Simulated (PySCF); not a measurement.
C3H7ClSi, SMILES C[SiH2]/C=C/Cl. Geometry optimised at PBE-D3(BJ)/def2-SVP. The structure was generated by enumeration; whether it is a known compound was not checked. The values are those of a single conformer.

Computed equilibrium geometry at PBE-D3(BJ)/def2-SVP (PySCF confirms it by a frequency run) as a Z-matrix (one conformer of several):
```
Si
H 1 1.5071
H 1 1.5079 2 108.52
C 1 1.8788 2 107.59 3 118.27
C 4 1.3460 1 121.96 2 3.27
H 5 1.1027 4 123.71 1 -0.67
H 4 1.1050 5 117.94 6 179.88
Cl 5 1.7426 6 111.98 4 179.91
C 1 1.8900 2 110.71 3 -119.91
H 9 1.1084 1 110.75 2 -59.23
H 9 1.1089 10 108.37 1 -121.63
H 9 1.1089 10 108.13 11 -116.81
```
Charge 0, spin multiplicity 1.
